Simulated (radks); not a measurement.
Values are calculated unless marked as measured or tabulated.
Question: All-electron atom: Rb2+ in [Ar] 3d10 4s2 4p5. Level of theory: Dirac Kohn-Sham, exchange-only PBE, spin-unpolarised, spherical densities, finite nucleus; open shells fill j = l - 1/2 first; Fermi nuclear charge, rms radius 4.2036 fm (a radial shooting solver on a logarithmic mesh with Libxc functionals).

Spin-orbit splittings of the eigenvalues, e(l+1/2) - e(l-1/2), with zeta = 2 splitting/(2l+1) and mean radii in bohr:

| shell | occ. | splitting (eV) | zeta (eV) | <r> j=l-1/2 | <r> j=l+1/2 |
|---|---|---|---|---|---|
| 2p | 6 | ? | ? | 0.1523 | 0.1563 |
| 3p | 6 | 9.138 | 6.092 | 0.5116 | 0.5221 |
| 3d | 10 | 1.552 | 0.6210 | 0.5228 | 0.5266 |
| 4p | 5 | 0.9757 | 0.6505 | 1.626 | 1.659 |

Estimate the 2p splitting.

Answer: 60.80 eV (zeta = 40.54 eV).
